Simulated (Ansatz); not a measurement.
`[CH3][SbH]` radical at its PBE0-D4/def2-TZVP geometry, where that method's forces vanish. Total charge 0; spin multiplicity 2. Sb: def2 effective core potential.

```csv
atom,x (Å),y (Å),z (Å)
C1,0.154,0.532,0.281
Sb2,-0.843,-0.606,-1.263
H3,-0.220,0.234,1.261
H4,-0.042,1.592,0.126
H5,1.228,0.351,0.240
H6,-0.277,-2.103,-0.645
```

(1) For each bond, give half the difference of the two atoms' forces along it (eV/Å; positive pushes the atoms apart) under PBE-D4, r2SCAN-D4, B3LYP-D4, ωB97M-V in def2-TZVPP. (Estimate.)

Results:

(1) Computed: 
| bond | length (Å) | PBE-D4 | r2SCAN-D4 | B3LYP-D4 | ωB97M-V |
| --- | --- | --- | --- | --- | --- |
| C1–Sb2 | 2.162 | 0.18 | 0.12 | 0.29 | -0.06 |
| C1–H3 | 1.090 | 0.09 | -0.03 | -0.08 | -0.04 |
| C1–H4 | 1.090 | 0.09 | -0.04 | -0.09 | -0.04 |
| C1–H5 | 1.090 | 0.09 | -0.03 | -0.08 | -0.04 |
| Sb2–H6 | 1.716 | 0.23 | 0.02 | 0.08 | -0.14 |

B3LYP here is the variant with VWN-RPA as its local correlation; programs differ in this.
